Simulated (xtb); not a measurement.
C₄H₁₀Al (SMILES C[CH2][Al+][CH2]C), charge +1, singlet, at a GFN2-xTB geometry (such geometries of metal compounds can be far from the true shape). Base run: GFN2-xTB (xtb 6.7.1).

Input for xtb:
```
$ xtb mol.xyz --gfn 2 --chrg 1 --json

# file mol.xyz
15

Al    -0.09023144     0.01356658     0.20025252
C      1.51854398    -0.83448371     0.98657008
C      1.70064142    -2.30365472     0.52608516
H      1.44417185    -0.80154327     2.08862801
H      2.41670119    -0.25032418     0.71706835
H      1.82072654    -2.37342995    -0.55488311
H      0.85099941    -2.92195475     0.81522816
H      2.59268864    -2.71916556     0.99087900
C     -1.70196876     0.86206219    -0.57949163
C     -1.40492777     2.25919325    -1.18236869
H     -2.47667148     0.95678279     0.20282012
H     -2.12654163     0.20669779    -1.36102555
H     -0.67444291     2.20108265    -1.98908825
H     -1.02548809     2.94818966    -0.42798177
H     -2.32286815     2.67859721    -1.58969727
```

The base run was repeated with changes; each row names its change, and settings that it needs were set with it.

```tsv
change	ΔE vs base (mEh)	HOMO-LUMO gap (eV)	G_solv (kcal/mol)	SCF cycles
base	0.000	2.75	-	11
acc = 0.1	0.000	2.75	-	14
etemp = 3000	-0.191	2.75	-	11
alpb = toluene	-64.485	2.78	-40.56	12
etemp = 5000	-2.896	2.78	-	11
gbsa = methanol	-80.588	2.81	-51.05	14
gbsa = toluene	-71.650	2.80	-45.19	12
acc = 30	0.000	2.75	-	9
alpb = dmf	-75.863	2.79	-48.00	14
alpb = ch2cl2	-72.303	2.79	-45.55	12
```

ALPB and GBSA are two models with their own fitted parameters for each solvent, which aren't always the measured dielectric constant.
